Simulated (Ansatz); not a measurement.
Gas-phase electronic energies from Ansatz, PBE0-D4/def2-TZVP geometries. CCSD(T)/CBS is the MP2 limit (def2-TZVPP, def2-QZVPP) plus CCSD(T) − MP2 in def2-TZVPP, frozen cores. This one scheme is used for every species. Functionals use def2-TZVPP. def2 core potentials past Kr. For I, Zr outer-core shells are correlated without core-valence functions, which leaves a few kJ/mol of doubt a bond. Each species was taken in one conformer, which may not be the lowest.

Reaction (ligand exchange at a Zr–Cl bond): `[NH2][Zr]([F])([Cl])[I]` + NH₃ → `[NH2][Zr]([NH2])([F])[I]` + HCl

CCSD(T)/CBS gives +1.02 eV.

Problem. Another level gave +1.02 eV. Which?
A. B97M-V/def2-TZVPP
B. r2SCANh/def2-TZVPP
C. revPBE/def2-TZVPP
D. LDA (SPW92)/def2-TZVPP

Solution. C. revPBE 1.02, r2SCANh 1.06, B97M-V 1.11, LDA (SPW92) 0.96 eV.

Largest T1 diagnostic among the species: 0.015.

At CCSD(T), def2-SVP lies −0.06 eV from the extrapolated value and def2-TZVPP −0.03 eV. In def2-TZVPP, CCSD(T) changes the Hartree–Fock value by −0.09 eV (the triples alone add +0.01 eV) and MP2 by −0.05 eV.
